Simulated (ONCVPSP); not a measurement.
# Potentials for Si compared

Generated with ld1.x 7.5 (TM, RRKJ, ultrasoft, PAW), atompaw 4.2 or ONCVPSP 4.0.1. The cutoff is in Ry: for ld1.x and atompaw files where the sum of valence levels is converged to 10 mRy in a Bessel basis, for ONCV files where the hardest occupied wave has 1 mHa per electron of residual kinetic energy. The error is the largest all-electron minus pseudo excitation energy over each file’s own four to seven test configurations (ionisations up to +4, promotions, holes and added fractions of an electron), all of which were solved. The labels leave out finer settings (local radius, basis sizes, second energies), which also bear on the numbers. Spin-polarised tests are not counted. The rows are a selection from randomly drawn settings: files with unsolved tests, undetermined cutoffs or missed reference levels are left out.

```tsv
potential	cutoff (Ry)	largest error (meV)	bound ghosts
ONCV, PBE, scalar-relativistic, rc 1.65/1.70 (sp), local smoothed, core correction no, reference 3s2 3p1.5, qcut 4.3/4, projectors 2/2	16	+65	none
ONCV, LDA (Perdew-Wang 92), scalar-relativistic, rc 1.10/1.00/0.90 (spd), local smoothed, core correction yes, reference 2s2 2p6 3s1.5 3p2.5, qcut 10.6/16.8/10, projectors 2/2/1	191	+482	none
ONCV, PBEsol, scalar-relativistic, rc 1.65/2.30/1.80 (spd), local smoothed, core correction no, reference 3s2 3p2, qcut 3.3/3.7/5.7, projectors 1/2/2	30	+90	none
ONCV, PBEsol, scalar-relativistic, rc 1.95/2.45 (sp), local s, core correction no, reference 3s2 3p2, qcut 3.8/3.4, projectors 0/2	14	+59	none
ONCV, revPBE, scalar-relativistic, rc 1.10/0.75 (sp), local smoothed, core correction yes, reference 2s2 2p6 3s2 3p2, qcut 14/17.7, projectors 3/2	256	+2.0	none
ONCV, PBEsol, scalar-relativistic, rc 1.95/1.50 (sp), local smoothed, core correction yes, reference 3s2 3p1.75, qcut 3.5/5.6, projectors 2/1	15	-329	none
```

Fill in the row for Si: ONCV, PBE, scalar-relativistic, rc 0.90/1.10 (sp), local smoothed, core correction yes, reference 2s2 2p6 3s2 3p1, qcut 13.4/13.8, projectors 3/2.

cutoff 144 Ry, largest error -514 meV, bound ghosts: none.

Fill in the row for Si: ONCV, PBEsol, scalar-relativistic, rc 1.10/0.80 (sp), local smoothed, core correction yes, reference 2s2 2p6 3s1.75 3p2.25, qcut 13.5/19.2, projectors 2/2.

cutoff 263 Ry, largest error +2.6 meV, bound ghosts: none.
